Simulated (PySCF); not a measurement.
Effect of structural changes

Level of theory: PySCF 2.14.0, TDDFT PBE0/def2-SVPD circular dichroism and optical rotation, one conformer, gas phase. Geometry: GFN2-xTB.

Each molecule in one low-energy conformer. The parent is C[C@@H]1CO[Si@H](Cl)O1.

(1) How does the specific rotation at 589.3 nm (origin-invariant length gauge) change along this series?
- C[C@@H]1CO[Si@H](Cl)O1 (base)
- C[C@H]1CO[Si@H](Cl)O1 (diastereomer)

Answers

(1) 
| molecule | [α]589 (deg dm⁻¹ (g/mL)⁻¹) | S1 (eV) | R(S1), velocity form (10⁻⁴⁰ esu² cm²) |
| --- | --- | --- | --- |
| C[C@@H]1CO[Si@H](Cl)O1 | +44.7 | 7.51 | +9.2 |
| C[C@H]1CO[Si@H](Cl)O1 | -30.6 | 7.56 | -5.8 |

The specific rotation at 589.3 nm (origin-invariant length gauge) is lowest for C[C@H]1CO[Si@H](Cl)O1 and highest for C[C@@H]1CO[Si@H](Cl)O1.
